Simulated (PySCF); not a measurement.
**Radial density of Fe⁺ (iron, charge +1)**

UHF, [Ar] 3d6 4s1, high-spin 6D determinant. Calculation: PySCF 2.14, in ANO-RCC-VTZP (6s5p3d2f1g, 59 functions); the spin-free X2C one-electron Hamiltonian (Gaussian nucleus).

```json
{"r (bohr)": "0.00104", "4πr²ρ (e/bohr)": "0.2283", "4πr²(ρα − ρβ)": "0.0001"}
{"r (bohr)": "0.00175", "4πr²ρ (e/bohr)": "0.5760", "4πr²(ρα − ρβ)": "0.0002"}
{"r (bohr)": "0.00294", "4πr²ρ (e/bohr)": "1.422", "4πr²(ρα − ρβ)": "0.0006"}
{"r (bohr)": "0.00494", "4πr²ρ (e/bohr)": "3.388", "4πr²(ρα − ρβ)": "0.0014"}
{"r (bohr)": "0.00830", "4πr²ρ (e/bohr)": "7.594", "4πr²(ρα − ρβ)": "0.0031"}
{"r (bohr)": "0.0140", "4πr²ρ (e/bohr)": "15.28", "4πr²(ρα − ρβ)": "0.0060"}
{"r (bohr)": "0.0235", "4πr²ρ (e/bohr)": "25.51", "4πr²(ρα − ρβ)": "0.0091"}
{"r (bohr)": "0.0395", "4πr²ρ (e/bohr)": "31.41", "4πr²(ρα − ρβ)": "0.0080"}
{"r (bohr)": "0.0665", "4πr²ρ (e/bohr)": "26.62", "4πr²(ρα − ρβ)": "0.0028"}
{"r (bohr)": "0.112", "4πr²ρ (e/bohr)": "26.17", "4πr²(ρα − ρβ)": "0.0389"}
{"r (bohr)": "0.188", "4πr²ρ (e/bohr)": "34.99", "4πr²(ρα − ρβ)": "0.2837"}
{"r (bohr)": "0.316", "4πr²ρ (e/bohr)": "19.85", "4πr²(ρα − ρβ)": "1.2756"}
{"r (bohr)": "0.532", "4πr²ρ (e/bohr)": "14.36", "4πr²(ρα − ρβ)": "3.2857"}
{"r (bohr)": "0.895", "4πr²ρ (e/bohr)": "14.18", "4πr²(ρα − ρβ)": "3.3854"}
{"r (bohr)": "1.51", "4πr²ρ (e/bohr)": "3.698", "4πr²(ρα − ρβ)": "1.5309"}
{"r (bohr)": "2.53", "4πr²ρ (e/bohr)": "0.7599", "4πr²(ρα − ρβ)": "0.6087"}
{"r (bohr)": "4.26", "4πr²ρ (e/bohr)": "0.1275", "4πr²(ρα − ρβ)": "0.1218"}
{"r (bohr)": "7.16", "4πr²ρ (e/bohr)": "0.001379", "4πr²(ρα − ρβ)": "0.0014"}
{"r (bohr)": "12.0", "4πr²ρ (e/bohr)": "1.311e-05", "4πr²(ρα − ρβ)": "0.0000"}
```

Densities and radii are taken from the X2C orbitals without a picture-change correction, which distorts them close to the nucleus.
